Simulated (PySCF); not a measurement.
C2H6ClNSi, SMILES C=C[SiH](N)Cl. Coordinates come from a PBE0-D3(BJ)/def2-SVP optimisation. One conformer was computed; it need not be the lowest.

Level of theory: PySCF with PBE0-D3(BJ)/def2-SVP.

Harmonic wavenumbers (cm⁻¹): 88, 163, 208, 246, 307, 388, 452, 511, 525, 684, 746, 835, 887, 922, 1003, 1010, 1040, 1271, 1413, 1544, 1692, 2265, 3142, 3159, 3245, 3606, 3706. Rotational constants (GHz): 3.264, 2.787, 1.661; symmetry number 1.

Work out the zero-point energy and the ideal-gas rigid-rotor harmonic-oscillator thermochemistry at 298.15 K and 1 atm.

ZPE = ½ Σ hcν = ½ × 35058 cm⁻¹ = 209.69 kJ/mol. H − E(el) = 231.05 kJ/mol. Entropy in J/(mol K): translation 167.10, rotation 114.87, vibration 66.12, total 348.09. G − E(el) = 127.26 kJ/mol. Cp = 112.79 J/(mol K). Modes under 150 cm⁻¹ make the vibrational entropy uncertain.
